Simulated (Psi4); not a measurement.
A dimer, HCl ··· CH3Br (SMILES Cl and CBr), singlet; the first 2 atoms form monomer A.

```
7

Cl     0.6410     0.0000     0.0000
H     -0.6410     0.0000     0.0000
C     -1.3338     3.1559     0.0659
Br    -2.6843     1.7393     0.0348
H     -1.4820     3.7707    -0.8147
H     -0.3591     2.6811     0.0539
H     -1.4801     3.7294     0.9744
```

**Question.** What interaction energy does SAPT0/jun-cc-pVDZ, frozen core run with Psi4 give, and which attractive term is the largest?

**Answer.** Total -2.39 kcal/mol: electrostatics -4.58, exchange 5.68, induction -1.54, dispersion -1.95. The most attractive term is electrostatics.
